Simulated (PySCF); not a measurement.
C$_{2}$H$_{3}$BClNO$_{2}$ (SMILES COB(Cl)N=C=O), singlet, at a GFN2-xTB geometry; PBE0/6-31G, polarisability run with PySCF.

Here is a job for PySCF.
```python
from pyscf import gto, scf, dft
from pyscf.prop import polarizability

mol = gto.M(
    atom='''
B    -0.277894   -0.452757   -0.034767
Cl   -0.759505   -1.039558    1.521672
N     0.474313    0.751684   -0.125159
C     1.033410    1.707828    0.315866
O     1.600274    2.660625    0.625402
O    -0.638822   -1.165212   -1.091043
C    -0.345737   -0.858788   -2.438530
H     0.236827   -1.681994   -2.855120
H    -1.289551   -0.774124   -2.979315
H     0.215934    0.073063   -2.522938
''',
    basis='6-31g',
    charge=0,
    spin=0,
    verbose=3,
)

mf = dft.RKS(mol)
mf.xc = 'pbe0'
mf.kernel()
alpha = mf.Polarizability().polarizability()[2, 2]
print('alpha_zz =', alpha)
```

**Question.** Write the output that PySCF gives for this input, abridged.

**Answer.** 
```
site-packages/pyscf/prop/efg/rhf.py:45: UserWarning: Module EFG is under testing
  warnings.warn('Module EFG is under testing')
site-packages/pyscf/prop/efg/dhf.py:30: UserWarning: Module EFG is under testing
  warnings.warn('Module EFG is under testing')
site-packages/pyscf/prop/zfs/uhf.py:40: UserWarning: Module ZFS is under testing
  warnings.warn('Module ZFS is under testing')
site-packages/pyscf/prop/gtensor/uhf.py:43: UserWarning: Module g-tensor is under testing
  warnings.warn('Module g-tensor is under testing')
site-packages/pyscf/prop/gtensor/uks.py:41: UserWarning: Module g-tensor is under testing
  warnings.warn('Module g-tensor is under testing')
site-packages/pyscf/prop/hfc/uks.py:35: UserWarning: Module HFC is under testing
  warnings.warn('Module HFC is under testing')
site-packages/pyscf/prop/magnetizability/rhf.py:39: UserWarning: Module magnetizability is under testing
  warnings.warn('Module magnetizability is under testing')
site-packages/pyscf/prop/magnetizability/uhf.py:37: UserWarning: Module magnetizability is under testing
  warnings.warn('Module magnetizability is under testing')
site-packages/pyscf/prop/magnetizability/rks.py:37: UserWarning: Module magnetizability is under testing
  warnings.warn('Module magnetizability is under testing')
site-packages/pyscf/prop/magnetizability/uks.py:39: UserWarning: Module magnetizability is under testing
  warnings.warn('Module magnetizability is under testing')
site-packages/pyscf/prop/polarizability/uhf.py:34: UserWarning: Module polarizability is under testing
  warnings.warn('Module polarizability is under testing')
site-packages/pyscf/prop/polarizability/rks.py:29: UserWarning: Module polarizability is under testing
  warnings.warn('Module polarizability is under testing')
site-packages/pyscf/prop/polarizability/uks.py:29: UserWarning: Module polarizability is under testing
  warnings.warn('Module polarizability is under testing')
converged SCF energy = -767.745570834354
alpha_zz = 54.98177014108829
```
